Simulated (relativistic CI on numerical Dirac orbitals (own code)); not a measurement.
**Slater and spin-orbit integrals, Ge13+**

Method of calculation: Dirac-Coulomb-Breit CI, orbitals from a KLI potential per configuration, QED by a radiative potential, unscaled Slater integrals (own radial code, finite nucleus).

Slater integrals F^k, G^k are unscaled and averaged over j, outside the closed core [Ne]; ζ comes from projecting the Hamiltonian with its Breit term on Σ l·s of the shell.

- 3s²3p⁶3d: ζ(3d) = 3038.4 cm⁻¹; <r>(3d) = 0.5248, <r^2>(3d) = 0.3233 (bohr units).
- 3s²3p⁵3d²: ζ(3p) = 30015, F^2(3d,3d) = 190580, F^4(3d,3d) = 122160, F^2(3p,3d) = 176760, G^1(3p,3d) = 202450, G^3(3p,3d) = 130870, ζ(3d) = 2959.1 cm⁻¹; <r>(3p) = 0.5606, <r^2>(3p) = 0.3627, <r>(3d) = 0.5263, <r^2>(3d) = 0.3252 (bohr units).
- 3s3p⁶3d²: F^2(3d,3d) = 190270, F^4(3d,3d) = 121950, G^2(3s,3d) = 154830, ζ(3d) = 3015.8 cm⁻¹; <r>(3s) = 0.5633, <r^2>(3s) = 0.3614, <r>(3d) = 0.5271, <r^2>(3d) = 0.3262 (bohr units).

(1) Give the Racah parameters of the d shell in 3s²3p⁵3d².

Averages of the first 10 configurations, taken without configuration mixing, which lowers the lowest level and can move excited configurations by several eV; other configurations of the list can lie among them:

```csv
Configuration,Parity,States,Average energy above the lowest level (eV)
3s²3p⁶3d,even,10,0.9
3s²3p⁵3d²,odd,270,86.0
3s3p⁶3d²,even,90,150.4
3s²3p⁶4s,even,2,157.7
3s²3p⁶4p,odd,6,178.0
3s²3p⁶4d,even,10,208.6
3s²3p⁶4f,odd,14,233.6
3s²3p⁵3d4s,odd,120,240.1
3s²3p⁵3d4p,even,360,260.5
3s²3p⁶5s,even,2,262.0
```

Results:

(1) B = F²/49 − 5F⁴/441 = 2504 cm⁻¹ and C = 35F⁴/441 = 9695 cm⁻¹.
